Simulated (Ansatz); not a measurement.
`F[Si](F)(Cl)[SiH2]Cl` + H₂ → `F[Si](F)([SiH3])Cl` + HCl at 700 K and 1 bar (hydrogenolysis of the Si–Cl bond).

Isolated molecules relaxed with PBE0-D4/def2-TZVP in Ansatz; ΔE leaves out vibrations. CCSD(T)/CBS adds triple-zeta CCSD(T) − MP2 to the extrapolated MP2 energy (def2 sets, frozen cores). This one scheme is used for every species. One conformer a species, not always the lowest.

| species | CCSD(T)/CBS energy (Eh) | H − E (kJ/mol) | S (J/(mol·K)) |
| --- | --- | --- | --- |
| `F[Si](F)(Cl)[SiH2]Cl` | -1698.74064 | 153.8 | 515.6 |
| H₂ | -1.17544 | 46.8 | 155.3 |
| `F[Si](F)([SiH3])Cl` | -1239.50998 | 162.5 | 473.7 |
| HCl | -460.38127 | 38.4 | 211.8 |

H − E and S are ideal-gas, rigid-rotor, harmonic terms from PBE0-D4/def2-TZVP, for one conformer and one mirror image of each species. The MP2-based limit puts H₂ 0.8 mEh under its directly extrapolated value; such offsets cancel only in part. 1 Eh = 2625.50 kJ/mol, R = 8.31446 J/(mol·K).

Q: By hand: ΔE, ΔH, ΔS and ΔG.

A: ΔE = (-1239.50998) + (-460.38127) − (-1698.74064) − (-1.17544) = 0.02483 Eh = 65.2 kJ/mol. Δ(H − E) = 162.5 + 38.4 − 153.8 − 46.8 = 0.3, so ΔH = 65.5 kJ/mol. ΔS = 473.7 + 211.8 − 515.6 − 155.3 = 14.6 J/(mol·K). ΔG = 65.5 − 700 × (14.6)/1000 = 55.3 kJ/mol.

Q: By hand: the equilibrium constant, and the temperature at which ΔG would vanish if ΔH and ΔS stayed fixed.

A: log₁₀ K = −ΔG/(RT ln 10) = -4.1. ΔG = 0 at ΔH/ΔS = 4486 K, far beyond where these terms or the molecules hold.

The number of gas molecules stays the same, so ΔS is small and ΔH decides. A doubt of 5 kJ/mol in ΔE shifts log₁₀ K by 0.4 here. Other conformers and mirror images would add mixing entropy, several J/(mol·K) or more a flexible species. Modes under 60 cm⁻¹, often nearly free rotors, make the harmonic entropy too high. These are equilibria of isolated gas molecules and say nothing of rates. Largest T1 diagnostic: 0.012 (customary marks: 0.02 for closed shells, 0.045 for open ones).
